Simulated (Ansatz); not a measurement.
Relaxation of AlBCl₂H₄O₂ (10 atoms, charge 0, multiplicity 1), to a largest force component of 0.03 eV/Å in at most 50 steps.

Theory: Ansatz, RKS PBE0/def2-SVP.

```xyz
10
Properties=species:S:1:pos:R:3
B 0.349 0.592 -0.559
O 0.103 0.351 2.053
H -0.303 0.099 2.894
Cl 1.314 -0.611 -1.408
Cl -1.442 0.355 -0.604
O 0.852 1.642 0.110
Al 1.498 1.722 1.767
H 2.852 0.950 2.062
H 1.079 3.031 2.555
H -0.604 0.542 1.383
```

**Question.** Where does it end, and by what steps?

**Answer.** The forces met the threshold. After 18 steps the energy has fallen by 0.548 eV; Cl4 moved furthest, 1.70 Å.

```csv
step,energy less start (eV),largest force component (eV/Å),accepted
0,0.0000,1.552,yes
1,-0.1328,1.350,yes
2,-0.2318,0.760,yes
3,-0.2662,0.626,yes
4,-0.3409,0.251,yes
5,-0.3937,0.257,yes
6,-0.4396,0.300,yes
7,-0.4606,1.042,yes
8,-0.5092,0.356,yes
9,-0.5106,0.493,yes
10,-0.5312,0.219,yes
11,-0.5358,0.069,yes
12,-0.5378,0.305,yes
13,-0.5448,0.111,yes
14,-0.5465,0.080,yes
15,-0.5475,0.084,yes
16,-0.5477,0.035,yes
17,-0.5467,0.136,no
18,-0.5477,0.026,yes
```

```xyz
10
Properties=species:S:1:pos:R:3
B 0.534 0.516 -0.769
O -0.121 0.601 2.495
H -0.814 1.186 2.829
Cl 0.810 0.593 -2.504
Cl -0.849 -0.569 -0.257
O 1.220 1.157 0.127
Al 1.523 1.495 1.854
H 2.730 0.648 2.428
H 1.191 2.993 2.271
H -0.523 0.054 1.780
```

Whether the end is a true minimum wasn't checked by a vibrational analysis.

The run took 19 s on 4 threads of AMD EPYC 9R45 96-Core Processor (Zen 5), on a shared host, peak memory 0.3 GiB.
